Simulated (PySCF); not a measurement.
BiS⁻ from Hartree–Fock to correlated methods

State: ³Σ⁻ (triplet), unpaired electrons π ↑↑. Set-up: Bi aug-cc-pVDZ-PP with ECP60, S aug-cc-pV(D+d)Z; scalar-relativistic core potentials (PySCF 2.14). De refers to Bi + S⁻ in their high-spin ground configurations, without counterpoise correction. The functionals are run spin-unrestricted. A positive dipole points towards S; it is taken about the centre of mass and depends on that origin.

| Level | Re (Å) | ωe (cm⁻¹) | De (eV) | μ (D) | CPU s a point (SCF and correlation, without the integrals) |
| --- | --- | --- | --- | --- | --- |
| UHF | 2.424 | 373 | n/a | -6.56 | 0.45 |
| UHF-MP2 | 2.429 | 399 | n/a | n/a | 0.85 |
| UHF-SCS-MP2 | 2.437 | 393 | n/a | n/a | n/a |
| UHF-CCSD | 2.449 | 358 | n/a | n/a | n/a |
| UHF-CCSD(T) | 2.460 | 354 | n/a | n/a | 43 |
| PBE | 2.451 | 352 | 3.22 | -5.01 | 2 |
| BLYP | 2.484 | 334 | 3.09 | -5.01 | 1.6 |
| BP86 | 2.456 | 349 | 3.21 | -4.96 | 2.2 |
| r²SCAN | 2.433 | 366 | 2.96 | -5.30 | 2.1 |
| B3LYP | 2.449 | 357 | 2.90 | -5.28 | 1.8 |
| PBE0 | 2.419 | 376 | 2.92 | -5.36 | 2.4 |

The bond length runs from 2.419 Å (PBE0) to 2.484 Å (BLYP). De spans 2.90 eV (B3LYP, global hybrid GGA) to 3.22 eV (PBE, GGA).

Correlated steps freeze 9 core orbitals. These are scalar-relativistic numbers at best; spin–orbit coupling would shift them, the dissociation energy most. For an ion De counts to the pair picked by the measured ionisation energies or electron affinities, which need not be the lowest pair at this level. The highest Kohn–Sham level is positive in this anion. Much of that is self-interaction error, but it also means that the finite basis helps to hold the extra electron. The state was picked by a PBE0 search and need not be the measured ground state.

The whole job (state search and all levels along the bond) took about 10 min on 1 thread of Arm Neoverse N1 (shared host), peak memory 0.96 GiB.
